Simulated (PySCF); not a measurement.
## AlSiH2O3F

The system: AlSiH2O3F, a silylene (divalent Si1, bonded to 1 F + 1 O); neutral, singlet. The structure, one conformer, was relaxed in the gas phase by PBE0-D3(BJ)/def2-SVP. No frequency run checks that it is a minimum.

SMILES: [OH][Al]([OH])[O][Si]F

Coordinates in Å:
```
Si1     1.829    1.497    1.425
F2      2.493    0.002    1.189
O3      0.412    1.288    0.622
Al4    -0.465    0.002   -0.114
O5     -1.384   -0.984    0.903
O6     -0.475   -0.233   -1.788
H7     -1.915   -1.721    0.599
H8     -0.001    0.284   -2.439
```

Shieldings: GIAO PBE0/pcSseg-2. Shifts are against computed references at the same level: H TMS (σ 31.24 ppm), Si TMS (σ 341.3 ppm). Core levels by delta-SCF with SCAN, pcX-2 on the ionised atom and pcseg-1 elsewhere, spin-free X2C (2p3/2 is the spin-free 2p value less a third of a first-order spin-orbit splitting); from the vacuum level, for chosen atoms.

(1) Give the NMR and core-level values of the distinct atoms.

(2) Which of O3, O5 holds its core electrons tightest, and by how much against the loosest?

(3) By CAM-B3LYP/def2-SVPD (TDDFT singlets, Tamm-Dancoff triplets, ionisation by delta-SCF), where does absorption start, and what does vertical ionisation take?

Results:

(1) 
| atoms | bonded to | σ (ppm) | δ (ppm) | core level (eV) |
| --- | --- | --- | --- | --- |
| Si1 | 1 F + 1 O | 311.5 | 29.8 | 2p3/2 108.68 |
| F2 | 1 Si | 139.3 | - | 1s 692.05 |
| O3 | 1 Al + 1 Si | 113.8 | - | 1s 538.03 |
| Al4 | 3 O | 474.8 | - | 2p3/2 81.33 |
| O5 | 1 Al + 1 H | 320.7 | - | 1s 538.43 |
| O6 | 1 Al + 1 H | 311.5 | - | - |
| H7 | 1 O | 30.11 | 1.14 | - |
| H8 | 1 O | 29.96 | 1.29 | - |

Values are those of this one static structure; atoms that internal rotation interchanges would show their mean in an NMR spectrum.

(2) O5 (bonded to 1 Al + 1 H), by 0.41 eV over O3 (bonded to 1 Al + 1 Si).

(3) The lowest singlet lies at 5.42 eV (f 0.140), the strongest of the first 6 at 7.52 eV (f 0.157), the lowest triplet at 3.15 eV; vertical ionisation takes 10.31 eV.
